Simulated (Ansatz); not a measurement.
Group exchange: C5H11Br + In(CH3)2(OH) → C4H9Br + C3H9InO

Gas-phase species: C5H11Br (1-bromopentane) `CCCCCBr`, singlet; In(CH3)2(OH), singlet; C4H9Br (1-bromobutane) `CCCCBr`, singlet; C3H9InO `C[O][In]([CH3])[CH3]`, singlet. The partners trade CH3 for H: C–CH3 and O–H bonds give way to C–H and O–CH3.

Shapes, held fixed at every level: PBE0-D4/def2-TZVP. Flexible molecules stand in one conformer, not always the lowest. Programs: Ansatz 0.2.0. Electronic energies: no zero-point or thermal term.

```
                level                   kind  ΔE (kJ/mol)
        HF/def2-TZVPP           Hartree–Fock        +51.3
    PBE-D4/def2-TZVPP                    GGA        +55.2
 r2SCAN-D4/def2-TZVPP               meta-GGA        +55.9
   PBE0-D4/def2-TZVPP          global hybrid        +57.8
r2SCAN0-D4/def2-TZVPP          global hybrid        +58.3
     CCSD(T)/def2-SVP  coupled cluster or CI        +49.4
        CCSD/def2-SVP  coupled cluster or CI        +49.5
       MP2/def2-TZVPP    perturbation theory        +64.4
```

MP2/def2-TZVPP gives ΔE = +64.4 kJ/mol; the levels span +49.4 to +64.4. The median of the levels is +55.5. No measured value is set beside it here. For atoms past krypton def2 sets carry core potentials with scalar relativity. Relativity is left out for Br. Outer-core shells of Br, In are correlated, in sets that cover them unevenly. MP2/def2-TZVPP lies outside the range of the other correlated levels here, so it shouldn't be taken on trust.
